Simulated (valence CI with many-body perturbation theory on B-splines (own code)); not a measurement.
Ir²⁷⁺: calculated level list

Level of theory: valence CI with perturbative core correlation (CI+MBPT): four valence electrons over a frozen Dirac-Fock core [Kr] 4d10, a basis of 7 s, 7 p, 7 d, 7 f, 4 g, 2 h functions for each j, with the one-electron correlation potential Σ1 (screened to all orders), the two-electron term Σ2, the three-electron term Σ3, Breit, model QED; selected single and double excitations, second order for the rest, scaled by the run's own slope (own B-spline code, finite nucleus).

The last digits are not significant, and no measured levels were compared; by estimate large intervals hold to a few tenths of a per cent, small ones and those within an open d or f shell to about a per cent. Excitations out of the core, of the other parity, are not computed and may begin above about 176 eV (a cautious bound); beyond it only levels of the ground parity were kept, without lifetimes.

Levels 46 to 90 of 203, with energies above the lowest level, (4f5/2^4) J=4. "Leading %" is the weight of the configuration and term that name the level; weights of strongly mixed levels are sums over their largest components and can fall short. In the jj column 3d3/2^4 stands for four electrons in 3d with j = 3/2.

```
No.  Configuration  Term   J  E (eV)  Leading %  Second component              Leading jj      g
 46            4f4    5D   4  16.598         40       35 % 4f4 3H  4f5/2^2 4f7/2^2 (82 %)  1.155
 47            4f4    3D   1  16.641         55       36 % 4f4 3P    4f5/2 4f7/2^3 (96 %)  0.824
 48            4f4    3G   5  16.659         33       25 % 4f4 3I    4f5/2 4f7/2^3 (61 %)  1.093
 49            4f4    3F   2  16.686         40       35 % 4f4 3P    4f5/2 4f7/2^3 (81 %)  1.150
 50            4f4    3K   6  16.773         28       24 % 4f4 3H    4f5/2 4f7/2^3 (41 %)  1.036
 51            4f4    3L   9  16.773         62       38 % 4f4 3M    4f5/2 4f7/2^3 (98 %)  1.070
 52            4f4    3H   5  17.245         68       19 % 4f4 3G  4f5/2^2 4f7/2^2 (81 %)  1.064
 53            4f4    3F   3  17.330         61       22 % 4f4 3D    4f5/2 4f7/2^3 (75 %)  1.120
 54            4f4    3H   4  18.028         41       32 % 4f4 1G    4f5/2^3 4f7/2 (40 %)  0.955
 55            4f4    3K   6  18.533         35       24 % 4f4 3H  4f5/2^2 4f7/2^2 (46 %)  0.994
 56            4f4    3G   3  18.539         60       18 % 4f4 3F  4f5/2^2 4f7/2^2 (57 %)  0.939
 57            4f4    3G   4  18.773         55       21 % 4f4 3F  4f5/2^2 4f7/2^2 (52 %)  1.061
 58            4f4    3G   5  19.037         57       31 % 4f4 3H    4f5/2 4f7/2^3 (48 %)  1.115
 59            4f4    3H   4  19.137         37       36 % 4f4 1G  4f5/2^2 4f7/2^2 (48 %)  0.971
 60            4f4    3K   8  19.266         36       35 % 4f4 1L          4f7/2^4 (74 %)  1.041
 61            4f4    1K   7  19.362         51       31 % 4f4 3I    4f5/2 4f7/2^3 (80 %)  1.039
 62            4f4    3F   2  19.477         71       18 % 4f4 1D  4f5/2^2 4f7/2^2 (55 %)  0.807
 63            4f4    3K   8  19.628         54       46 % 4f4 1L  4f5/2^2 4f7/2^2 (94 %)  1.064
 64            4f4    3P   0  19.731         52       31 % 4f4 5D  4f5/2^2 4f7/2^2 (64 %)       
 65            4f4    1D   2  19.968         66       17 % 4f4 3D    4f5/2 4f7/2^3 (68 %)  1.014
 66            4f4    3K   7  19.980         64       23 % 4f4 3I  4f5/2^2 4f7/2^2 (87 %)  1.041
 67            4f4    3H   6  19.989         46       35 % 4f4 1I    4f5/2 4f7/2^3 (61 %)  1.081
 68            4f4    3I   5  20.013         48       36 % 4f4 3H  4f5/2^2 4f7/2^2 (43 %)  0.960
 69            4f4    3F   4  20.480         42       21 % 4f4 3H    4f5/2 4f7/2^3 (66 %)  1.158
 70            4f4    1N  10  20.658         82       18 % 4f4 3M    4f5/2 4f7/2^3 (71 %)  1.015
 71            4f4    3F   4  21.075         45       26 % 4f4 1G  4f5/2^2 4f7/2^2 (39 %)  1.169
 72            4f4    3F   3  21.340         67       12 % 4f4 1F    4f5/2 4f7/2^3 (49 %)  1.069
 73            4f4    3H   6  21.684         55       25 % 4f4 3K    4f5/2 4f7/2^3 (48 %)  1.082
 74            4f4    3G   5  21.983         43       23 % 4f4 3H    4f5/2 4f7/2^3 (42 %)  1.081
 75            4f4    1D   2  22.092         38       25 % 4f4 3F          4f7/2^4 (83 %)  1.040
 76            4f4    3P   1  22.331         78       12 % 4f4 5D  4f5/2^2 4f7/2^2 (58 %)  1.394
 77            4f4    3I   6  22.989         51       40 % 4f4 1I  4f5/2^2 4f7/2^2 (63 %)  1.019
 78            4f4    3G   3  23.041         59       16 % 4f4 3F    4f5/2 4f7/2^3 (44 %)  0.910
 79            4f4    3G   4  23.200         45       25 % 4f4 3H    4f5/2 4f7/2^3 (52 %)  1.005
 80            4f4    3H   5  23.594         43       25 % 4f4 3I    4f5/2 4f7/2^3 (34 %)  0.989
 81            4f4    1L   8  23.695         54       44 % 4f4 3K    4f5/2 4f7/2^3 (91 %)  1.051
 82            4f4    3D   2  24.068         48       42 % 4f4 3P  4f5/2^2 4f7/2^2 (56 %)  1.273
 83            4f4    3G   5  24.466         73       10 % 4f4 3I    4f5/2 4f7/2^3 (54 %)  1.134
 84            4f4    3G   3  24.703         46       29 % 4f4 3D  4f5/2^2 4f7/2^2 (55 %)  0.997
 85            4f4    3I   7  24.713         77       18 % 4f4 3K    4f5/2 4f7/2^3 (88 %)  1.111
 86            4f4    1G   4  25.166         38       37 % 4f4 3F          4f7/2^4 (49 %)  1.081
 87            4f4    1D   2  25.336         47       26 % 4f4 3P    4f5/2 4f7/2^3 (56 %)  1.082
 88            4f4    1I   6  26.697         49       30 % 4f4 3H  4f5/2^2 4f7/2^2 (40 %)  1.042
 89            4f4    1G   4  26.890         51       20 % 4f4 3G  4f5/2^2 4f7/2^2 (56 %)  1.009
 90            4f4    1F   3  27.715         54       40 % 4f4 3D    4f5/2 4f7/2^3 (76 %)  1.130
```

Where two levels of one J and parity lie close, their mixing, g and order are uncertain.
